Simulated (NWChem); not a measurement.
Molecule: GeNH$_{2}$Cl$_{2}$F; SMILES [NH2][Ge]([F])([Cl])[Cl]

```xyz
7

N      1.4982    -0.1885     1.3324
Ge     0.2760    -0.0045    -0.0009
F      1.1180     0.0954    -1.5223
Cl    -0.9737    -1.7513    -0.0354
Cl    -0.9302     1.7873     0.0712
H      1.8681     0.7084     1.6694
H      1.1162    -0.7160     2.1264
```
Atoms are numbered in this order, from 1.

All runs: NWChem. Structure relaxed at the PBE-D3(BJ)/def2-SVP level. Level MN15/def2-SVP: energy and gradient on several grids; changes count from the extra-fine grid, which is no exact limit either.

### Question
Which is the coarsest grid (fine; xcoarse; medium; xfine; coarse) from which on the energy stays within 500 μHa and each gradient component within 500 μHa/bohr of xfine?

### Answer
coarse.
```csv
grid,size of the energy change (μHa),largest change of a gradient component (μHa/bohr),"time, medium = 1 (rough)"
xcoarse,20000,3000,about 1
coarse,100,80,about 1
medium,< 10,< 30,about 1
fine,< 10,< 30,about 1
xfine,< 10,< 30,2
```
